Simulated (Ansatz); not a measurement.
Ansatz (a program for electronic structure) input (PBE0/def2-TZVP):

Ansatz 0.2 input:
```yaml
crystal:
  periodic: [false, false, false]
  atoms:
    - {symbol: C, position_ang: [0.90505954, 0.06510673, -0.18716427]}
    - {symbol: C, position_ang: [-0.58490409, 0.04558283, -0.07273974]}
    - {symbol: Cl, position_ang: [-1.24849571, 1.69712304, -0.17532404]}
    - {symbol: Cl, position_ang: [-1.30564744, -0.94251567, -1.36991082]}
    - {symbol: Cl, position_ang: [-1.06908074, -0.67085324, 1.53350937]}
    - {symbol: Cl, position_ang: [1.78371125, 1.25939988, 0.64947005]}
    - {symbol: Cl, position_ang: [1.72651660, -1.38222091, -0.54601373]}
basis:
  gaussian:
    orbitals: def2-TZVP
hamiltonian:
  xc: {name: PBE0}
magnetization: {spin_polarized: true, initial_magnetization: 1}
```

Output:

```
Functional definition: PBE0
integrals: 0.29 GiB planned
1700 factors; their error is unknown
mean field: 3.31 GiB planned
mean field evaluation 1: about -64663.5360 eV, gradient 1.6e1 eV
mean field evaluation 2: about -64661.9870 eV, gradient 2.5e1 eV
mean field evaluation 4: about -64664.7869 eV, gradient 1.9e0 eV
mean field evaluation 8: about -64664.8056 eV, gradient 9.8e-2 eV
mean field evaluation 16: about -64664.9918 eV, gradient 4.4e-4 eV
mean field -64664.99184508 eV, -2376.3946188011 hartree, gradient 8.0e-5 eV, S^2 0.756210; 0 other end points of the search recorded, 0 dependent functions left out
reference -64664.99187388 eV, -2376.3946198593 hartree; 49, 48 occupied and 198, 199 virtual orbitals, 1700 factors
Total energy: -64664.99187388 eV, -2376.3946198593 hartree
```

It need not be the lowest isomer of its formula.
